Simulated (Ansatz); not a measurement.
Reactions of GeH$_{4}$OS$_{2}$ (`[OH][GeH2][S]S`).

Computed with Ansatz on PBE0-D4/def2-TZVP structures; ΔE is electronic, products minus reactants. CCSD(T)/CBS adds triple-zeta CCSD(T) − MP2 to the extrapolated MP2 energy (def2 sets, frozen cores). This one scheme is used for every species. Functionals use def2-TZVPP. For Ge, Se outer-core shells are correlated without core-valence functions, which leaves a few kJ/mol of doubt a bond. Scalar relativity is left out up to krypton. One conformer a species, not always the lowest.

| reaction | ωB97M-V (kJ/mol) | CCSD/CBS(def2) (kJ/mol) | r2SCAN-D4 (kJ/mol) | CCSD(T)/CBS(def2) (kJ/mol) |
| --- | --- | --- | --- | --- |
| `[OH][GeH2][S]S` + H₂Se → `[OH][GeH2][SeH]` + `SS` | -10 | -11 | -9 | -9 |
| `[OH][GeH2][S]S` + H₂S → `[OH][GeH2][SH]` + `SS` | 1 | 0 | 1 | 2 |
| `[OH][GeH2][S]S` + NH₃ → `[NH2][GeH2][OH]` + `SS` | 48 | 45 | 53 | 49 |
| `[OH][GeH2][S]S` + `O[SiH2]O` → `O[SiH2][O][GeH2][OH]` + `SS` | 1 | -2 | 5 | 1 |

Largest T1 diagnostic: 0.012, for `[OH][GeH2][S]S`.
